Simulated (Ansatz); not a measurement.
Relaxation of the cluster Cu₅⁺ with RKS PBE-D4/def2-SVP.

```sh
$ ansatz run in.yaml --threads 4 --pin off --events-out ev --progress --plain --max-ram 8704MiB
```

```yaml
crystal:
  periodic: [false, false, false]
  atoms:
    - {symbol: Cu, position_ang: [-0.063810, 0.235050, -2.503890]}
    - {symbol: Cu, position_ang: [-1.242470, -1.487690, -1.629720]}
    - {symbol: Cu, position_ang: [1.047440, 1.599650, 1.636820]}
    - {symbol: Cu, position_ang: [-0.003770, -0.004140, 0.003270]}
    - {symbol: Cu, position_ang: [0.262610, -0.342870, 2.493520]}
basis:
  gaussian: {orbitals: def2-SVP}
total_charge: 1
hamiltonian: {xc: pbe, dispersion: d4}
scf: {lower_state_search: "off"}
output: {orbitals: {seedname: orbitals}}
relax: {f_tol: 0.02, max_steps: 100}
```

Hardware: 4 threads of Arm Neoverse V2 on a shared host. Wall time 17 s.

Positions (Å) and forces (eV/Å) at steps 1, 2, 4, 5, 6, 7, 8, 10 of 10:

```xyz
5
step=1 energy=-223134.1596 eV
Cu   -0.064    0.235   -2.504    0.037   -0.028    0.518
Cu   -1.242   -1.488   -1.630    0.245    0.300    0.370
Cu    1.047    1.600    1.637   -0.218   -0.309   -0.358
Cu   -0.004   -0.004    0.003   -0.002   -0.006   -0.003
Cu    0.263   -0.343    2.494   -0.063    0.042   -0.526
5
step=2 energy=-223134.3207 eV
Cu   -0.030    0.264   -2.406    0.035    0.005    0.237
Cu   -1.212   -1.455   -1.528    0.101    0.127    0.189
Cu    1.014    1.571    1.538   -0.099   -0.124   -0.181
Cu   -0.005   -0.006    0.004   -0.001   -0.004    0.000
Cu    0.233   -0.374    2.392   -0.036   -0.004   -0.245
5
step=4 energy=-223134.3763 eV
Cu    0.256    0.030   -2.340    0.023   -0.005   -0.032
Cu   -1.449   -1.177   -1.451   -0.035   -0.007   -0.010
Cu    0.647    1.656    1.543   -0.007    0.034    0.018
Cu   -0.004   -0.008    0.004   -0.001   -0.001    0.001
Cu    0.551   -0.501    2.244    0.020   -0.021    0.024
5
step=5 energy=-223134.3793 eV
Cu    0.300   -0.021   -2.339   -0.068   -0.060    0.030
Cu   -1.493   -1.127   -1.451    0.063    0.055   -0.045
Cu    0.583    1.671    1.559   -0.011   -0.086    0.040
Cu   -0.004   -0.008    0.004    0.001    0.001    0.000
Cu    0.614   -0.515    2.228    0.015    0.090   -0.024
5
step=6 energy=-223134.3825 eV
Cu    0.343   -0.088   -2.333   -0.096   -0.065    0.036
Cu   -1.534   -1.062   -1.453    0.089    0.058   -0.057
Cu    0.508    1.676    1.582    0.001   -0.111    0.048
Cu   -0.003   -0.004    0.002    0.000   -0.001    0.000
Cu    0.686   -0.522    2.202    0.005    0.119   -0.027
5
step=7 energy=-223134.3893 eV
Cu    0.383   -0.192   -2.323    0.013   -0.004   -0.011
Cu   -1.578   -0.963   -1.476   -0.017    0.000   -0.002
Cu    0.406    1.664    1.627   -0.008    0.015    0.006
Cu   -0.002   -0.002    0.001    0.000    0.000    0.000
Cu    0.791   -0.507    2.171    0.011   -0.011    0.006
5
step=8 energy=-223134.3903 eV
Cu    0.433   -0.306   -2.310   -0.082   -0.020    0.050
Cu   -1.630   -0.852   -1.493    0.091    0.029   -0.020
Cu    0.289    1.655    1.672    0.020   -0.096    0.004
Cu    0.001    0.001    0.000    0.000    0.000    0.000
Cu    0.907   -0.497    2.131   -0.029    0.086   -0.034
5
step=10 energy=-223134.3916 eV
Cu    0.434   -0.326   -2.303    0.000    0.000    0.001
Cu   -1.631   -0.832   -1.499    0.000    0.001    0.000
Cu    0.272    1.644    1.679   -0.001    0.000    0.000
Cu    0.000    0.000    0.000    0.000    0.000    0.000
Cu    0.924   -0.487    2.123    0.000    0.000   -0.001
```

The structure comes from a short search, and lower isomers may exist.
